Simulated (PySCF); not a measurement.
## M06-2X on Mg+ (magnesium, charge +1)

Configuration: [Ne] 3s1, 2S determinant. Computed with PySCF 2.14 in cc-pVDZ-DK, with scalar relativity by spin-free X2C-1e.

```json
{
 "Total energy": "-200.0770 hartree",
 "One-electron energy": "-275.9722 hartree",
 "Hartree (Coulomb) energy": "92.1827 hartree",
 "Exchange-correlation energy": "-16.2875 hartree",
 "⟨S²⟩": "0.7500",
 "⟨L²⟩": "0.000",
 "Sum of ⟨r⟩": "8.557 bohr",
 "Sum of ⟨r²⟩": "13.69 bohr²",
 "Langevin diamagnetic susceptibility": "-10.8 ×10⁻⁶ cm³/mol",
 "Time after the integrals": "0.1 s of wall time on 1 thread of Intel(R) Xeon(R) 6975P-C (shared host)"
}
```

| shell | electrons | mean orbital energy (eV) | rms radius, mean of both spins (bohr) |
| --- | --- | --- | --- |
| 1s α | 1 | -1305.9 | 0.151 |
| 1s β | 1 | -1305.8 | 0.151 |
| 2s α | 1 | -99.853 | 0.758 |
| 2s β | 1 | -99.662 | 0.758 |
| 2p α | 3 | -63.737 | 0.775 |
| 2p β | 3 | -63.730 | 0.775 |
| 3s α | 1 | -13.791 | 2.98 |
